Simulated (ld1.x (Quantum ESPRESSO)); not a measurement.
# Logarithmic derivatives: hafnium (Hf), TM

```
Element                 : hafnium (Hf)
Generator               : ld1.x (Quantum ESPRESSO) 7.5
Type                    : norm-conserving Troullier–Martins (Kleinman–Bylander form)
Functional              : PBE
Relativity              : scalar-relativistic
Frozen core             : [Kr] 4d10
Valence charge          : 26
Reference configuration : 4f14 5s2 5p6 5d2 6s2 6p0
Partial waves           : 5s (bound): rc 1.55 bohr; 5p (bound): rc 1.45 bohr; 5d (bound): rc 2.80 bohr; 4f (bound): rc 0.80 bohr
Local potential         : all-electron potential smoothed inside 2.45 bohr (lloc = -1)
Core correction         : none
```

Occupied shells without a wave of their own: 6s. They enter only through the test configuration that unscreens the potential.

The phase is arctan(r·u′/u) with u = r·R(r), unwrapped; energies in Ry, scanned from -7 to 5 Ry. A pole is an energy at which the radial function vanishes at the test radius. The pseudo phase is shifted by a multiple of π to meet the all-electron one at the reference energy, and phase errors are pseudo minus all-electron; the curves can meet again beyond the range given. Levels narrower than the energy grid can be missing from the lists of poles.

```tsv
channel	radius (bohr)	reference energy (Ry)	poles, all-electron	poles, pseudo	unbroken range about the reference energy with phases within 0.05 rad	phase error 1 Ry above the reference energy (rad)
s	3.06	-4.93	-4.92, 1.29	-4.92, 0.70, 4.58	below -1.0	-0.000
p	3.06	-2.61	-2.57, 2.57	-2.57, 2.64	below 0.2	+0.001
d	3.06	-0.20	0.26, 4.85	0.26	below 1.7	+0.004
f	3.06	-1.24	-1.22, 3.04	-1.22, 3.52	not even at the reference energy	+0.004
```

A Bessel basis up to 400 Ry misses an occupied level by 0.05 Ry, so cutoffs and ghosts were not judged. The potential misses its own reference levels by up to 0.8 eV.

Phases in the d channel:

```tsv
E (Ry)	all-electron	pseudo
-7.00	1.446	1.446
-6.48	1.441	1.441
-5.96	1.435	1.435
-5.44	1.429	1.429
-4.92	1.421	1.421
-4.40	1.413	1.413
-3.88	1.402	1.402
-3.36	1.388	1.388
-2.84	1.371	1.371
-2.32	1.347	1.347
-1.80	1.311	1.311
-1.28	1.246	1.246
-0.76	1.068	1.069
-0.24	-0.608	-0.608
0.28	-1.581	-1.580
0.80	-1.760	-1.755
1.32	-1.932	-1.918
1.84	-2.349	-2.279
2.36	-3.697	-3.508
2.88	-4.351	-4.291
3.40	-4.537	-4.507
3.92	-4.625	-4.603
4.44	-4.679	-4.660
4.96	-4.720	-4.702
```
